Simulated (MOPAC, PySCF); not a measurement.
C3H5N, SMILES `C=C=CN`, neutral singlet in the gas phase. 

Cartesian coordinates (Å):
```xyz
9

C      1.8587     0.2837    -0.0038
C      0.6249    -0.1088     0.1375
C     -0.6135    -0.4848     0.3216
N     -1.7665     0.2174    -0.0727
H      2.3332     0.9511     0.7110
H      2.4702    -0.0395    -0.8421
H     -0.8141    -1.3900     0.8858
H     -2.5105    -0.3830    -0.3985
H     -1.5824     0.9540    -0.7387
```
Charge 0, multiplicity 1.

All levels are single points at this geometry (B3LYP-D3(BJ)/def2-TZVP); Pople sets use spherical d functions. Orbital energies aren't observables, and empty levels follow the basis.

```tsv
level	HOMO (eV)	LUMO (eV)	gap (eV)	dipole (D)	vertical IE, Delta-SCF (eV)
B3LYP-D3(BJ)/def2-TZVP in PySCF	-5.83	-0.16	5.67	1.38	–
B3LYP/6-31G* in PySCF	-5.44	0.50	5.94	1.50	7.96
BP86/6-31G* in PySCF	-4.55	-0.40	4.15	1.56	–
PBE/6-31G* in PySCF	-4.44	-0.31	4.13	1.55	7.85
SVWN5/6-31G* in PySCF	-4.52	-0.50	4.03	1.58	8.01
HF/6-31G* in PySCF	-8.55	4.66	13.21	1.45	–
HF/STO-3G in PySCF	-6.77	8.66	15.43	1.37	–
PM6 in MOPAC	-8.66	1.03	9.69	1.61	–
PM7 in MOPAC	-8.78	0.90	9.68	1.68	–
```
